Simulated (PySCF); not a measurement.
## Trend along group 14: MB anions

r²SCAN with double-zeta basis sets in PySCF, for the lowest determinant that a PBE0 search found; no spin–orbit coupling. De refers to high-spin ground-configuration atoms (the charge goes to the atom of lower measured ionisation energy or higher electron affinity, which is not always the lowest computed limit). A positive dipole points towards B; it is taken about the centre of mass and depends on that origin.

```tsv
M	basis	charged atom	state (unpaired electrons)	Re (Å)	ωe (cm⁻¹)	De (eV)	μ (D)
C	aug-cc-pVDZ	C−	triplet (σ ↑, π ↑)	1.442	1337	5.22	0.55
Si	def2-SVPD	Si−	triplet (σ ↑, π ↑)	1.859	846	n/a	-1.33
Ge	def2-SVPD	Ge−	triplet (σ ↑, π ↑)	1.916	727	3.79	-3.01
Sn	aug-cc-pVDZ-PP/aug-cc-pVDZ	Sn−	triplet (σ ↑, π ↑)	2.136	589	2.79	-3.73
Pb	aug-cc-pVDZ/aug-cc-pVDZ-PP	Pb−	triplet (σ ↑, π ↑)	2.208	535	2.51	-4.52
```

The shortest bond is that of BC⁻ (1.442 Å), the longest that of BPb⁻ (2.208 Å).

The rows differ in basis set, which adds steps of its own.

Down a group the atoms grow and get heavier, so bonds lengthen and wavenumbers fall; this series shows no clear exception.

Spin–orbit coupling is left out, which matters for elements this heavy, above all for dissociation energies. For an ion De counts to the pair picked by the measured ionisation energies or electron affinities, which need not be the lowest pair at this level. The highest Kohn–Sham level is positive in some of these anions. Much of that is self-interaction error, but it also means that the finite basis helps to hold the extra electron. States were picked by a PBE0 search and need not be the measured ground states.
